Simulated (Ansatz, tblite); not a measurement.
Cost and result up the ladder for ReO3Br (ReBrO3) (5 atoms). Charge 0, multiplicity 1. Geometry: PBE0-D4/def2-SVP.

```xyz
5

Re    0.028   -0.125   -0.041
O     1.680   -0.262   -0.378
O    -0.384   -1.227    1.175
O    -0.855   -0.484   -1.438
Br   -0.469    2.098    0.681
```

Ansatz on 4 threads of Arm Neoverse V2 on a shared host; xTB runs through tblite on one thread. Times are rough, summed over both states, and most runs start from the orbitals of an earlier one. PBE0-D4/def2-TZVP serves as the yardstick here, not as an exact answer. The other state is a doublet.

In the def2 sets Re takes a core potential; there is no spin–orbit coupling. The xTB rows come from tblite.

Raw xTB energies of ions are shifted by several eV.

```tsv
level	functions	wall time	vertical IE (eV)	difference from PBE0-D4/def2-TZVP (eV)
GFN1-xTB	30	0.009 s	19.27	7.39
GFN2-xTB	30	0.01 s	16.82	4.93
PBE0-D4/def2-TZVP	181	16 s	11.89	0.00
r2SCAN-D4/def2-TZVP	181	25 s	11.71	-0.18
```
